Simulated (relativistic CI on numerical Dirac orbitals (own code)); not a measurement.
**Ni⁺: q coefficients and field-shift factors**

Method of calculation: Dirac-Coulomb-Breit CI, separate exchange-only KLI orbitals for each configuration, valence Slater integrals scaled by 0.85, P86 correlation energy added to each configuration, derivatives by finite differences, QED left out (own radial code, finite nucleus).

Configuration list (outside the closed core [Ar]): 3d⁹, 3d⁸4s, 3d⁷4s², 3d⁸4p, 3d⁸4d, 3d⁷4s4p, 3d⁸4f, 3d⁷4p². Levels of other configurations are missing.

With x = (α/α₀)² − 1 an excitation energy changes as ω = ω₀ + qx; K = 2q/ω₀ is the relative enhancement. Terms are leading LS components, so labels can repeat. The field-shift factor is F = δν/δ⟨r²⟩ for the transition from the lowest level.

Lowest level 3d⁸4s ⁴F9/2.

```
      Level  ω₀ (cm⁻¹)  q (cm⁻¹)       K  F (GHz/fm²)
3d⁸4s ⁴F7/2      913.8     841.8    1.84      0.00291
  3d⁹ ²D5/2      920.4      3663    7.96        -1.49
3d⁸4s ⁴F5/2     1667.4      1608    1.93      0.00173
3d⁸4s ⁴F3/2     2155.5      2518    2.34       -0.231
  3d⁹ ²D3/2     2366.0      4630    3.91        -1.25
3d⁸4s ²F7/2     5857.1     753.5   0.257       -0.158
3d⁸4s ²F5/2     7260.3      2034    0.56       -0.151
3d⁸4s ²D5/2    15715.6     139.9  0.0178        -0.01
3d⁸4s ²D3/2    16157.7     757.1  0.0937      -0.0289
3d⁸4s ⁴P5/2    17623.0      1647   0.187       0.0227
3d⁸4s ⁴P3/2    17644.0      1346   0.153       0.0405
3d⁸4s ⁴P1/2    17816.7      1375   0.154       0.0466
3d⁸4s ²P3/2    22703.9      1194   0.105       -0.105
```

For a near-neutral ion this model can misplace configurations by up to about 10,000 cm⁻¹ (more where the count of f electrons changes) and terms by 10 to 25 % of their spread. Rates follow the energies as ν³ (E1, M1) or ν⁵ (E2), so they and the lifetimes can be off by large factors. The fine structure of a lone outer electron comes out too small, for d and f at times inverted, and misplaced configurations move strength between like terms. The computed lowest level isn't the tabulated ground level, which NIST ASD gives as 3p6 3d9 2D5/2.
